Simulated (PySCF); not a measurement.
PySCF run on GeSe

File input.py (PySCF 2.14):

```python
from pyscf import gto, dft

mol = gto.M(
    atom='Ge 0 0 0; Se 0 0 2.275',
    basis='lanl2dz',
    ecp={'Ge': 'lanl2dz', 'Se': 'lanl2dz'},
    charge=0,
    spin=0,
    verbose=4,
)
mf = dft.RKS(mol, xc='bp86')
mf.kernel()
g = mf.nuc_grad_method()
g.grid_response = True
g.kernel()
mf.dip_moment()
print('orbital energies (hartree):', mf.mo_energy[..., max(0, mol.nelec[1]-3):mol.nelec[0]+3].round(4))
```

```bash
$ python input.py
```

The log (some set-up lines and the per-cycle HOMO/LUMO lines with their warnings removed):

```
PySCF version 2.14.0

[INPUT] verbose = 4
[INPUT] num. atoms = 2
[INPUT] num. electrons = 10
[INPUT] charge = 0
[INPUT] spin (= nelec alpha-beta = 2S) = 0
[INPUT] symmetry False subgroup None
[INPUT] Mole.unit = angstrom
[INPUT] Symbol           X                Y                Z      unit          X                Y                Z       unit  Magmom
[INPUT]  1 Ge     0.000000000000   0.000000000000   0.000000000000 AA    0.000000000000   0.000000000000   0.000000000000 Bohr   0.0
[INPUT]  2 Se     0.000000000000   0.000000000000   2.275000000000 AA    0.000000000000   0.000000000000   4.299126933386 Bohr   0.0

nuclear repulsion = 5.5825288184967
number of shells = 8
number of NR pGTOs = 24
number of NR cGTOs = 16
basis = lanl2dz
ecp = {'Ge': 'lanl2dz', 'Se': 'lanl2dz'}

******** <class 'pyscf.dft.rks.RKS'> ********
method = RKS
initial guess = minao
damping factor = 0
level_shift factor = 0
DIIS = <class 'pyscf.scf.diis.CDIIS'>
diis_start_cycle = 1
diis_space = 8
diis_damp = 0
SCF conv_tol = 1e-09
SCF conv_tol_grad = None
SCF max_cycles = 50
direct_scf = True
direct_scf_tol = 1e-13
XC library pyscf.dft.libxc version 7.0.0
    S. Lehtola, C. Steigemann, M. J.T. Oliveira, and M. A.L. Marques.,  SoftwareX 7, 1–5 (2018)
XC functionals = bp86
    A. D. Becke.,  Phys. Rev. A 38, 3098 (1988)
    J. P. Perdew.,  Phys. Rev. B 33, 8822 (1986)
radial grids:
    Treutler-Ahlrichs [JCP 102, 346 (1995); DOI:10.1063/1.469408] (M4) radial grids

becke partition: Becke, JCP 88, 2547 (1988); DOI:10.1063/1.454033
pruning grids: <function nwchem_prune>
grids dens level: 3
symmetrized grids: False
atomic radii adjust function: <function treutler_atomic_radii_adjust>
small_rho_cutoff = 0
Set gradient conv threshold to 3.16228e-05
Initial guess from minao.
tot grids = 41064
init E= 13.3573758712094
cycle= 1 E= -12.7075422516164  delta_E= -26.1  |g|= 0.831  |ddm|= 4.38
cycle= 2 E= -12.2474083426228  delta_E= 0.46  |g|= 1.04  |ddm|= 3.12
cycle= 3 E= -12.7579707745668  delta_E= -0.511  |g|= 0.838  |ddm|= 2.51
cycle= 4 E= -12.9884201501242  delta_E= -0.23  |g|= 0.433  |ddm|= 0.384
cycle= 5 E= -13.0613092886558  delta_E= -0.0729  |g|= 0.159  |ddm|= 0.271
cycle= 6 E= -13.0734856756512  delta_E= -0.0122  |g|= 0.00919  |ddm|= 0.154
cycle= 7 E= -13.0735210049346  delta_E= -3.53e-05  |g|= 0.0039  |ddm|= 0.0129
cycle= 8 E= -13.073528658953  delta_E= -7.65e-06  |g|= 9.09e-05  |ddm|= 0.00415
cycle= 9 E= -13.0735286638862  delta_E= -4.93e-09  |g|= 5.48e-06  |ddm|= 0.000195
cycle= 10 E= -13.0735286639021  delta_E= -1.59e-11  |g|= 2.54e-07  |ddm|= 7.36e-06
Extra cycle  E= -13.0735286639014  delta_E= 7.5e-13  |g|= 1.23e-06  |ddm|= 1.56e-06
converged SCF energy = -13.0735286639014

******** <class 'pyscf.grad.rks.Gradients'> for <class 'pyscf.dft.rks.RKS'> ********
unit = Eh/Bohr
grid_response = True
--------------- RKS gradients ---------------
         x                y                z
0 Ge    -0.0000000000    -0.0000000000    -0.0044073503
1 Se     0.0000000000     0.0000000000     0.0044073503
----------------------------------------------
Dipole moment(X, Y, Z, Debye): -0.00000, -0.00000, -2.26702
orbital energies (hartree): [-0.2513 -0.2451 -0.2451 -0.1331 -0.1331 -0.0134]
```

In short: E(SCF) = -13.073529 Eh, 10 cycles, μz(SCF) = -2.27 D, gradient on the second atom 0.0044 Eh/bohr.

Wall time 1.1 s on one thread of a shared host.

Stability towards an unrestricted solution was not tested. The bond length is a typed value, not an optimised one.
